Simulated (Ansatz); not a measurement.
Pulling the pair apart

The pair of Br⁻ (SMILES [Br-], atom 1) and CH4O (SMILES CO, atoms 2–7), both closed shells, in one local arrangement (a lower one may exist), relaxed at PBE0-D4/def2-TZVPD:

```xyz
7
angstrom
Br -0.0489 0.6144 -2.8763
C -0.0160 0.0454 0.7954
O 0.1419 -1.0263 -0.0852
H 0.0230 -0.3440 1.8192
H -0.9777 0.5611 0.6598
H 0.7764 0.7998 0.6839
H 0.1014 -0.6504 -0.9968
```

CH4O is shifted rigidly along the line between the mean atom positions of the two fragments (negative: closer). Counterpoise interaction energies in kcal/mol. Ansatz 0.2.0; basis: def2-TZVPPD; cores frozen in the correlated methods. Filled d shells of the heavier atoms are correlated. The def2 sets are not built for correlating such inner shells, so the correlated values are less sure here. B3LYP uses VWN-RPA correlation.

| shift (Å) | r2SCAN-D4 | wB97M-V | B3LYP-D4 |
| --- | --- | --- | --- |
| -0.23 | -14.38 | -13.22 | -13.45 |
| -0.11 | -15.26 | -14.31 | -14.56 |
| 0.00 | -15.48 | -14.69 | -14.94 |
| 0.11 | -15.26 | -14.59 | -14.85 |
| 0.27 | -14.51 | -13.97 | -14.22 |
| 0.57 | -12.53 | -12.14 | -12.37 |
| 1.14 | -8.82 | -8.58 | -8.77 |
| 2.27 | -4.51 | -4.45 | -4.58 |

Task: What does CCSD(T) give at these shifts? (An estimate is asked for; the value comes from the calculation.)

Result: By the calculation: -12.27, -13.46, -13.92, -13.90, -13.36, -11.67, -8.33, -4.33 kcal/mol. For zero shift, CCSD(T) at an estimated basis limit (MP2 extrapolated from triple and quadruple zeta, plus CCSD(T) − MP2 in triple zeta) gives -14.94 kcal/mol. These are counterpoise interaction energies, counted from the two frozen fragments.

No T1 diagnostic of these runs exceeds 0.009.

For scale, one of the runs: CCSD(T)/def2-TZVPPD, 202 basis functions, launched by `ansatz run in.yaml --threads 4 --pin off --events-out ev --progress --plain --max-ram 9574MiB`. Hardware: 4 CPU threads of an Intel Xeon 6975P-C, shared host. Wall time 16 s; peak host memory 2.9 GiB.
